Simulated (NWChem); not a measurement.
CH6OSi2; SMILES C1O[SiH2][SiH2]1

```xyz
10

C      1.3242     0.4848     0.0000
O      1.0155    -0.9399     0.0000
Si    -0.6713    -1.0696     0.0000
Si    -0.4635     1.2559     0.0000
H      1.9228     0.7257     0.8864
H      1.9228     0.7257    -0.8864
H     -1.2013    -1.7795    -1.2000
H     -1.2013    -1.7795     1.2000
H     -0.8126     2.0549     1.2085
H     -0.8126     2.0549    -1.2085
```
Atoms are numbered in this order, from 1.

Results from NWChem. Medium grid unless said otherwise, to which SCAN and Minnesota functionals are sensitive. The geometry was optimised at B3LYP/6-31G* (spherical d).

For level PBE/def2-SVP:

```yaml
highest occupied level (eV): -6.34
orbital gap (eV): 5.35
dipole (D): 1.30
```

### Question
Estimate the same quantities for level r2SCAN/def2-SVP.

### Answer
The highest occupied level (eV) is -6.71 and the orbital gap (eV) is 5.98. The dipole (D) is 1.42.
